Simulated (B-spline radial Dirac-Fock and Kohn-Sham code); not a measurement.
# Compton profile of Ni²³⁺

System: Ni²³⁺ in the configuration [He] 2s2 2p1.

The run's input, task.json:

```json
{"items": [{
  "Z": 28,
  "q": 23,
  "cfg": [[1, 0, 2], [2, 0, 2], [2, 1, 1]],
  "A": 58,
  "rrms": 3.7757,
  "do": ["scatter"],
  "s": [0.0, 0.05, 0.1, 0.15, 0.2, 0.25, 0.3, 0.35, 0.4, 0.45, 0.5, 0.6, 0.7, 0.8, 0.9, 1.0, 1.1, 1.2, 1.4, 1.6, 1.8, 2.0, 2.5, 3.0, 3.5, 4.0, 5.0, 6.0],
  "pz": [0, 0.1, 0.2, 0.3, 0.4, 0.5, 0.6, 0.8, 1.0, 1.2, 1.4, 1.6, 1.8, 2.0, 2.5, 3.0, 4.0, 5.0, 7.0, 10.0, 15.0, 20.0, 30.0, 40.0, 60.0, 100.0],
  "hv_scatter": [1000, 2000, 8047.8, 17479.3, 20000, 50000, 200000, 1000000]
}]}
```

Command: `python xray_run.py task.json out`

Model: the impulse approximation on Dirac-Fock orbitals of the configuration average with a finite nucleus. Program: an atomic code on a B-spline grid. pz is in atomic units of momentum; subshell profiles are per electron, for a selection of subshells; open shells are spread over both j values by their weights.

```tsv
pz	J total	J 1s1/2	J 2s1/2	J 2p3/2
0	0.3214	0.0303	0.104	0.0529
0.3	0.3206	0.0303	0.104	0.0529
0.4	0.3199	0.0303	0.103	0.0529
0.5	0.3191	0.0303	0.103	0.0529
0.6	0.3181	0.0303	0.102	0.0529
0.8	0.3155	0.0303	0.101	0.0529
1	0.3123	0.0302	0.0996	0.0529
1.2	0.3084	0.0302	0.0977	0.0528
1.4	0.3039	0.0301	0.0956	0.0528
1.6	0.2989	0.0300	0.0931	0.0528
1.8	0.2933	0.0300	0.0904	0.0527
2	0.2872	0.0299	0.0875	0.0526
2.5	0.2703	0.0296	0.0795	0.0522
3	0.2515	0.0293	0.0708	0.0516
4	0.2120	0.0285	0.0529	0.0493
5	0.1741	0.0276	0.0367	0.0458
7	0.1156	0.0252	0.0148	0.0356
10	0.06972	0.0210	0.00387	0.0198
15	0.03947	0.0141	0.00275	0.00568
20	0.02316	0.00874	0.00205	0.00155
30	0.007618	0.00308	0.000646	0.000152
40	0.002655	0.00112	0.000198	2.30e-05
60	0.0004455	0.000194	2.81e-05	1.32e-06
100	3.520e-05	1.56e-05	1.96e-06	< 1e-6
```

J(0) = 0.3214. The 2s1/2 subshell gives the largest part, 65 %.

Mean momentum ⟨p⟩ by subshell (a.u.): 1s1/2 24.1, 2s1/2 8.85, 2p1/2 11.9, 2p3/2 11.7.

Values without a named source are computed, but for edge energies of neutral atoms, which are taken from tables.
